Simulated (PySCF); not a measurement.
Isomers of C7H10FOP.

All values: PBE0/pcSseg-1 (PySCF) at GFN2-xTB geometries, gas phase, one conformer each.

Question: Rank by dipole moment, lowest first.
A. `[CH2:1]=[CH:2][P@@:3]1(=[O:4])[CH2:5][CH2:6][C:7]([CH3:8])=[C:9]1[F:10]` with C1–C2–P3–O4 2°, C2–P3–C5–C6 87°, P3–C5–C6–C7 23°, C5–C6–C7–C8 165°, C2–P3–C9–C7 -98°
B. `[CH3:1][C:2]1=[C:3]([F:4])[P@@:5]1(=[O:6])[CH:7]1[CH2:8][CH2:9][CH2:10]1` with C3–P5–C7–C8 -82°, C2–C3–P5–O6 107°, P5–C7–C8–C9 104°, C7–C8–C9–C10 12°, C8–C9–C10–C7 -12°
C. `[CH3:1][O:2][c:3]1[pH:4][c:5]([CH3:6])[c:7]([CH3:8])[c:9]1[F:10]` with C1–O2–C3–P4 15°
D. `[CH2:1]=[CH:2][P@:3]1(=[O:4])[CH2:5][C:6]([CH3:7])=[C:8]([F:9])[CH2:10]1` with C1–C2–P3–O4 0°, C2–P3–C5–C6 -83°, P3–C5–C6–C7 162°, C6–C8–C10–P3 17°, C2–P3–C10–C8 84°
E. `CC(c1oc(cp1)F)(C)C`

Answer: E (1.25 D), C (2.39 D), D (3.04 D), B (4.23 D), A (4.97 D).

Question: Rank by HOMO energy, highest first.
A. `Fc1oc(pc1)C(C)(C)C`
B. `[CH3:1][O:2][c:3]1[pH:4][c:5]([CH3:6])[c:7]([CH3:8])[c:9]1[F:10]` with C1–O2–C3–P4 15°
C. `[CH3:1][C:2]1=[C:3]([F:4])[P@@:5]1(=[O:6])[CH:7]1[CH2:8][CH2:9][CH2:10]1` with C3–P5–C7–C8 -82°, C2–C3–P5–O6 107°, P5–C7–C8–C9 104°, C7–C8–C9–C10 12°, C8–C9–C10–C7 -12°
D. `[CH2:1]=[CH:2][P@@:3]1(=[O:4])[CH2:5][CH2:6][C:7]([CH3:8])=[C:9]1[F:10]` with C1–C2–P3–O4 2°, C2–P3–C5–C6 87°, P3–C5–C6–C7 23°, C5–C6–C7–C8 165°, C2–P3–C9–C7 -98°
E. `[CH2:1]=[CH:2][P@:3]1(=[O:4])[CH2:5][C:6]([CH3:7])=[C:8]([F:9])[CH2:10]1` with C1–C2–P3–O4 0°, C2–P3–C5–C6 -83°, P3–C5–C6–C7 162°, C6–C8–C10–P3 17°, C2–P3–C10–C8 84°

Answer: B (-5.69 eV), A (-6.62 eV), E (-7.15 eV), D (-7.36 eV), C (-7.63 eV).

Question: Rank by the lowest Hirshfeld charge on any atom, highest value first.
A. `CC(C)(C)c1oc(F)cp1`
B. `[CH3:1][O:2][c:3]1[pH:4][c:5]([CH3:6])[c:7]([CH3:8])[c:9]1[F:10]` with C1–O2–C3–P4 15°
C. `[CH3:1][C:2]1=[C:3]([F:4])[P@@:5]1(=[O:6])[CH:7]1[CH2:8][CH2:9][CH2:10]1` with C3–P5–C7–C8 -82°, C2–C3–P5–O6 107°, P5–C7–C8–C9 104°, C7–C8–C9–C10 12°, C8–C9–C10–C7 -12°

Answer: B (-0.121 e), A (-0.168 e), C (-0.387 e).

All values together:

```json
{"SMILES": "COc1[pH]c(C)c(C)c1F", "μ (D)": "2.39", "HOMO (eV)": "-5.69", "LUMO (eV)": "-0.73", "lowest IAO charge (e)": "-0.432 (C)", "highest IAO charge (e)": "+0.369 (P)", "lowest Hirshfeld charge (e)": "-0.121 (C)", "highest Hirshfeld charge (e)": "+0.120 (P)"}
{"SMILES": "C=C[P@@]1(=O)CCC(C)=C1F", "μ (D)": "4.97", "HOMO (eV)": "-7.36", "LUMO (eV)": "-0.86", "lowest IAO charge (e)": "-0.906 (O)", "highest IAO charge (e)": "+1.509 (P)", "lowest Hirshfeld charge (e)": "-0.393 (O)", "highest Hirshfeld charge (e)": "+0.413 (P)"}
{"SMILES": "C=C[P@]1(=O)CC(C)=C(F)C1", "μ (D)": "3.04", "HOMO (eV)": "-7.15", "LUMO (eV)": "-0.75", "lowest IAO charge (e)": "-0.909 (O)", "highest IAO charge (e)": "+1.531 (P)", "lowest Hirshfeld charge (e)": "-0.396 (O)", "highest Hirshfeld charge (e)": "+0.438 (P)"}
{"SMILES": "CC1=C(F)[P@@]1(=O)C1CCC1", "μ (D)": "4.23", "HOMO (eV)": "-7.63", "LUMO (eV)": "-0.10", "lowest IAO charge (e)": "-0.879 (O)", "highest IAO charge (e)": "+1.447 (P)", "lowest Hirshfeld charge (e)": "-0.387 (O)", "highest Hirshfeld charge (e)": "+0.394 (P)"}
{"SMILES": "CC(C)(C)c1oc(F)cp1", "μ (D)": "1.25", "HOMO (eV)": "-6.62", "LUMO (eV)": "-0.90", "lowest IAO charge (e)": "-0.481 (C)", "highest IAO charge (e)": "+0.458 (C)", "lowest Hirshfeld charge (e)": "-0.168 (C)", "highest Hirshfeld charge (e)": "+0.146 (C)"}
```

Conformers: `[CH3:1][O:2][c:3]1[pH:4][c:5]([CH3:6])[c:7]([CH3:8])[c:9]1[F:10]` with C1–O2–C3–P4 15°; `[CH2:1]=[CH:2][P@@:3]1(=[O:4])[CH2:5][CH2:6][C:7]([CH3:8])=[C:9]1[F:10]` with C1–C2–P3–O4 2°, C2–P3–C5–C6 87°, P3–C5–C6–C7 23°, C5–C6–C7–C8 165°, C2–P3–C9–C7 -98°; `[CH2:1]=[CH:2][P@:3]1(=[O:4])[CH2:5][C:6]([CH3:7])=[C:8]([F:9])[CH2:10]1` with C1–C2–P3–O4 0°, C2–P3–C5–C6 -83°, P3–C5–C6–C7 162°, C6–C8–C10–P3 17°, C2–P3–C10–C8 84°; `[CH3:1][C:2]1=[C:3]([F:4])[P@@:5]1(=[O:6])[CH:7]1[CH2:8][CH2:9][CH2:10]1` with C3–P5–C7–C8 -82°, C2–C3–P5–O6 107°, P5–C7–C8–C9 104°, C7–C8–C9–C10 12°, C8–C9–C10–C7 -12°.
